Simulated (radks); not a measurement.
Problem. These are the eigenvalues of the occupied orbitals of an atom or ion with whole-number occupations (eV). Calculated with a radial shooting solver on a logarithmic mesh with Libxc functionals: non-relativistic Kohn-Sham, RPBE, spin-unpolarised, spherical densities, point nucleus.

orbital  eigenvalue
1s        -12579.96
2s        -1836.676
2p        -1677.751
3s        -449.1274
3p        -393.7873
3d        -297.3978
4d        -128.6363

Which element is it, and in what charge state? The configuration may be excited.

Solution. Z = 34, selenium, charge +10: Se10+ in [Ne] 3s1 3p6 3d6 4d1. The list shows which subshells hold electrons but not how many an open one holds; the 1s level, -462.3 hartree, gives Z - s = 30.4 by -(Z - s)^2/2, which with screening narrows Z to a few neighbours, and the depths of the outer levels then fix element, charge and occupations together.
